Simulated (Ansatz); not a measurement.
**A ladder of methods for GeH2S (SMILES [SH][GeH])**

The species is GeH2S (4 atoms), meant as a singlet with charge 0. As SMILES, `[SH][GeH]`. Geometry: relaxed at PBE0-D4/def2-TZVP.

Quantity: the vertical ionisation energy (to the doublet cation), in eV. The values are calculated.

```
           level                    kind  program  value (eV)  CPU time (all runs)
       HF/STO-3G            Hartree–Fock   Ansatz        5.77                  1 s
    BHLYP/STO-3G           global hybrid   Ansatz        6.72                4.7 s
  r2SCAN0/STO-3G         hybrid meta-GGA   Ansatz        6.67                 12 s
CAM-B3LYP/STO-3G  range-separated hybrid   Ansatz           ?                5.9 s
    HSE06/STO-3G  range-separated hybrid   Ansatz           ?                5.8 s
    wB97X/STO-3G  range-separated hybrid   Ansatz        6.71                 23 s
  RPA@PBE/STO-3G                     RPA   Ansatz        5.51                 12 s
  CCSD(T)/STO-3G   coupled cluster or CI   Ansatz        5.46                1.5 s
      FCI/STO-3G      exact in the basis   Ansatz        5.43                 55 s
```

Task: Estimate what the levels marked ? give.

Result: As computed at these levels: CAM-B3LYP/STO-3G: 6.75 eV; HSE06/STO-3G: 6.65 eV. All-electron rows without a relativistic Hamiltonian named are non-relativistic. The values span 5.43 to 6.75 eV. All rows use very small basis sets, so even the best lies far from the true value. In the correlated wave-function rows the outer d shell of Ge is correlated, in sets not made for it. CPU times are rough (shared hosts, several kinds of processor): they show what a rung costs within a factor of a few.
